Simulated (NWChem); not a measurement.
System: C3H5NO; SMILES N#CCCO

```xyz
10

N      0.3043     2.5767     0.0164
C     -0.1315     1.5012    -0.0098
C     -0.6376     0.1276    -0.0373
C      0.4995    -0.9193     0.0083
O     -0.0141    -2.2341    -0.0750
H     -1.3128    -0.0161     0.8165
H     -1.2292    -0.0275    -0.9467
H      1.1507    -0.7882    -0.8599
H      1.1107    -0.7675     0.9093
H     -0.4268    -2.4561     0.7740
```
Atoms are numbered in this order, from 1.

Level: B3LYP/6-31G* (spherical d) (NWChem), optimised geometry, unscaled harmonic frequencies. 

### Question
List the harmonic frequencies with IR intensities, and the thermochemistry.

### Answer
| frequency (cm⁻¹) | IR intensity (km/mol) |
|---|---|
| 112 | 9.7 |
| 166 | 8.1 |
| 322 | 128.8 |
| 393 | 14.4 |
| 395 | 0.6 |
| 526 | 0.3 |
| 789 | 2.8 |
| 960 | 1.6 |
| 1017 | 4.5 |
| 1059 | 77.5 |
| 1099 | 75.2 |
| 1188 | 11.0 |
| 1309 | 3.9 |
| 1329 | 7.9 |
| 1412 | 14.3 |
| 1435 | 38.9 |
| 1499 | 4.9 |
| 1540 | 0.7 |
| 2366 | 8.5 |
| 3035 | 39.1 |
| 3055 | 9.5 |
| 3103 | 2.0 |
| 3131 | 24.2 |
| 3739 | 19.3 |

| Quantity | Result |
|---|---|
| zero-point energy | 50.0 kcal/mol |
| thermal correction to the enthalpy at 298.15 K (with zero-point energy) | 54.1 kcal/mol |
| heat capacity Cv | 18.4 cal/(mol K) |
| entropy at 298.15 K and 1 atm (symmetry number 1) | 74.3 cal/(mol K) |
| dipole moment | 3.43 D |

Rigid rotor and harmonic oscillator.
